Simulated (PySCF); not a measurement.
Estimate the missing entries of this data sheet.

Species: C₇H₇ClO.
SMILES: `O=CC#C[C@H]1C[C@H](Cl)C1`

```json
{"property": "point group of the GFN2-xTB geometry", "level": "GFN2-xTB", "value": "?"}
{"property": "rotational constants A, B, C of the GFN2-xTB geometry", "level": "GFN2-xTB", "value": "5.076, 0.462, 0.454 GHz"}
{"property": "dipole moment", "level": "B3LYP/def2-SVPD", "value": "2.83 D"}
{"property": "HOMO energy", "level": "B3LYP/def2-SVPD", "value": "-7.75 eV"}
{"property": "LUMO energy", "level": "B3LYP/def2-SVPD", "value": "-2.26 eV"}
{"property": "lowest singlet excitation", "level": "TDDFT B3LYP/def2-SVPD", "value": "?"}
{"property": "strongest line among the 8 lowest singlet transitions", "level": "TDDFT B3LYP/def2-SVPD", "value": "S3 at 5.31 eV (234 nm, f = 0.198)"}
{"property": "lowest triplet excitation (Tamm–Dancoff)", "level": "TDA B3LYP/def2-SVPD", "value": "?"}
{"property": "static isotropic polarisability", "level": "B3LYP/def2-SVPD", "value": "?"}
{"property": "electronic spatial extent ⟨r²⟩ about the centre of nuclear charge", "level": "B3LYP/def2-SVPD", "value": "?"}
{"property": "13C chemical shifts (computed TMS as zero) by class", "level": "GIAO PBE0/pcSseg-1", "value": "?"}
{"property": "1H chemical shifts (computed TMS as zero) by class", "level": "GIAO PBE0/pcSseg-1", "value": "9.55 (1 H), 4.57 (1 H), 3.23 (1 H), 2.83 (2 H), 2.75 (2 H) ppm"}
{"property": "isotropic shieldings of nuclei other than C and H, by class", "level": "GIAO PBE0/pcSseg-1", "value": "?"}
```

Electronic properties: PySCF, gas phase, density fitting.

(1) Give the electronic spatial extent ⟨r²⟩ about the centre of nuclear charge.

(2) Give the lowest singlet excitation.

(3) What are the isotropic shieldings of nuclei other than C and H, by class?

(4) What is the point group of the GFN2-xTB geometry?

(5) The lowest triplet excitation (Tamm–Dancoff)?

(6) Give the static isotropic polarisability.

(7) The 13C chemical shifts (computed TMS as zero) by class?

## Answers

(1) 2272 bohr².

(2) 3.78 eV (328 nm, f = 0.000).

(3) -406 (1 O), 745 (1 Cl) ppm.

(4) C1.

(5) 3.21 eV.

(6) 101.6 au.

(7) 180.6 (1 C), 109.2 (1 C), 87.9 (1 C), 55.5 (1 C), 43.4 (2 C), 19.6 (1 C) ppm.

In wavenumbers S1 is 30500 cm⁻¹ (1 eV = 8065.54 cm⁻¹). The rotational constants make it an asymmetric top with κ = (2B − A − C)/(A − C) = -1.00, nearer the prolate limit (−1). The polarisability is 15.06 Å³ as a volume (1 au = 0.148185 Å³), or 1.37 au for each of the 74 electrons.

One conformer stands for the species.
